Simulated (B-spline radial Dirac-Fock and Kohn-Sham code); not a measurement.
How the settings move the core levels of Co⁵⁺

ΔSCF core binding energies without Breit or QED terms, calculated with an atomic code on a B-spline grid. Keys: rel is the Hamiltonian (dirac, or spin-free x2c and nr, where L3 and M5 stand for the whole 2p and 3d shells), method is hf or an exchange,correlation pair (spin-unpolarised, also for the hole states), nuc the nuclear model, radius_factor scales its radius, rmax is the box in bohr, h the logarithmic mesh step, order the B-spline order, points the quadrature points per cell, c_factor scales the speed of light, and damp, ndamp, maxit and tol steer the iteration. The run stops when the commutator error falls below 10·tol·max(1, Z/10), or the numerical noise floor, and the energy has settled to about 1e-8 Ha; the virial ratio is −V/T.

Base input:

```json
{"items": [{"Z": 27, "q": 5, "cfg": [[1, 0, 2], [2, 0, 2], [2, 1, 6], [3, 0, 2], [3, 1, 6], [3, 2, 4]], "A": 59, "rrms": 3.7875, "do": "settings", "holes": ["K", "L3", "M5"],
  "settings": [{"rel": "dirac", "method": "hf", "nuc": "fermi", "radius_factor": 1.0, "rmax": 45.0, "h": 0.3, "order": 8, "points": 10, "c_factor": 1.0, "maxit": 60, "damp": 0.5, "ndamp": 3, "tol": 1e-08}]}]}
```

The ground state converged in 10 iterations, with total energy -1385.23438 Ha, virial ratio 1.98447 and highest orbital energy -101.86 eV. ΔSCF binding energies: K (1s) 7832.8 eV, L3 (2p3/2) 894.1 eV. Holes are computed only in closed shells, and unreliable hole states are left out.

Changes from the base run:

| changed setting | Δ total energy (Ha) | Δ K (eV) | Δ L3 (eV) | iterations |
| --- | --- | --- | --- | --- |
| nuc = "gauss" | 0.00000 | 0.00 | 0.00 | 10 |
| rmax = 60.0 | 0.00000 | 0.00 | 0.00 | 10 |
| tol = 1e-06 | 0.00000 | 0.00 | 0.00 | 8 |
| rel = "nr"; rmax = 60.0; order = 5 | ? | ? | ? | ? |
| radius_factor = 0.5 | -0.00374 | +0.04 | 0.00 | 10 |
| radius_factor = 0.5; damp = 0.2; tol = 1e-06 | -0.00374 | +0.04 | 0.00 | 7 |
| h = 0.22 | 0.00000 | 0.00 | 0.00 | 10 |

Question: What does the change rel = "nr"; rmax = 60.0; order = 5 do?

Answer: The total energy moves by +10.72019 Ha and the binding energies by K -76.68 eV, L3 +1.97 eV; the run takes 10 iterations.
